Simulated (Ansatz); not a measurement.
The first iterations of a band of GeH3 + H2S (7 atoms, charge 0, multiplicity 2).

The calculation used Ansatz, UKS BHLYP/def2-mTZVP.

- movable images: 6
- climbing image: no
- spring: 5.0 eV/Å²
- optimiser: quadratic models (default)
- start path: through a guess of the saddle point
- force threshold: 0.05 eV/Å
- iteration limit: 60
- end points: relaxed

Image 0:

```xyz
7
Properties=species:S:1:pos:R:3
H -0.932 -1.126 -0.996
S -1.344 -1.999 -1.928
Ge 0.443 1.054 1.161
H -0.166 -1.990 -2.568
H 0.063 2.475 0.730
H -0.014 0.771 2.596
H 1.949 0.815 1.005
```

Image 7:

```xyz
7
Properties=species:S:1:pos:R:3
H -0.394 -0.184 -0.015
S -1.380 -2.082 -2.038
Ge 0.303 0.809 0.918
H -0.136 -1.953 -2.538
H -0.067 2.234 0.508
H -0.144 0.553 2.356
H 1.816 0.622 0.810
```

| iteration | highest image above the first end (eV) | largest band force component (eV/Å) |
| --- | --- | --- |
| 1 | 0.763 | 2.544 |
| 2 | 0.429 | 1.206 |

Does the band converge within its limit, and where does its top end?

It converged. It ended after 7 iterations with the highest image 0.278 eV above the first end. No image climbed, so the highest image needn't sit at the top of the path.

Time of the run: 37 s on 2 threads of AMD EPYC 9R45 96-Core Processor (Zen 5), with other jobs on the host, peak memory 0.23 GiB.
